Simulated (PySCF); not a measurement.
In(Cl)(OSiH3)2, H₆ClInO₂Si₂, SMILES [SiH3][O][In]([Cl])[O][SiH3], PBE0/def2-SVP optimised geometry.

```
12

In     0.58     0.20    -1.16
Cl     1.79     0.20    -3.14
O      0.48    -1.40     0.00
Si     1.08    -2.95     0.00
H      0.62    -3.71    -1.20
H      0.60    -3.64     1.23
H      2.58    -2.95     0.00
O     -0.39     1.82    -0.60
Si    -1.35     2.30     0.66
H     -2.58     1.45     0.76
H     -1.76     3.71     0.43
H     -0.62     2.21     1.97
```

Density from PBE0/def2-TZVP, def2 effective core potentials past Kr run with PySCF at that geometry. The core electrons that the potentials of In replace are not part of the density.

Minimum of the electron density along straight lines between bonded atoms, close to the bond critical point (lines longer than 1.1 times the sum of covalent radii, or with two minima, are not listed):

```
bond     length / Å  ρ at the minimum / e bohr⁻³  ∇²ρ there / e bohr⁻⁵  position (fraction from the first atom)
-------  ----------  ---------------------------  --------------------  ---------------------------------------
In1–Cl2       2.321                        0.088                  0.21                                     0.48
In1–O3        1.975                        0.114                  0.53                                     0.52
O3–Si4        1.660                        0.131                  0.78                                     0.59
Si4–H5        1.497                        0.120                  0.14                                     0.49
Si4–H6        1.492                        0.121                  0.14                                     0.49
Si4–H7        1.497                        0.120                  0.14                                     0.49
In1–O8        1.968                        0.116                  0.54                                     0.52
O8–Si9        1.660                        0.131                  0.78                                     0.59
Si9–H10       1.497                        0.120                  0.14                                     0.49
Si9–H11       1.492                        0.121                  0.14                                     0.49
Si9–H12       1.497                        0.120                  0.14                                     0.49
```
